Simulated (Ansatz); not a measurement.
A structure relaxed at r2SCAN-D4/def2-SVP in Ansatz, charge 0, singlet:

```tsv
atom	x (Å)	y (Å)	z (Å)
Zn1	1.7986	-0.7187	2.3381
Zn2	-2.6457	-0.1217	-0.3220
Zn3	1.6859	0.9399	-2.0716
Zn4	-1.1558	-0.9428	2.2071
Zn5	-1.1458	0.9023	-2.6636
Zn6	2.8212	0.3220	-0.1612
O7	0.4489	1.2886	-3.3028
O8	-2.6582	-0.7463	1.3192
O9	3.2558	-0.2537	1.4658
O10	-2.7118	0.4975	-1.9680
O11	0.3070	-1.1673	3.1590
```

(1) Give its formula and point group.

(2) Summarise the bond lengths by kind (pairs closer than 1.2 times the sum of covalent radii, bridged metal pairs left out).

## Answers

(1) Zn6O5 (the lowest singlet isomer of a short search). Point group C2v (tolerance 0.1 Å).

(2) 10 × O–Zn 1.76 to 1.78 Å; 1 × Zn–Zn 2.31 Å.

The structure comes from a short search, and lower isomers may exist.
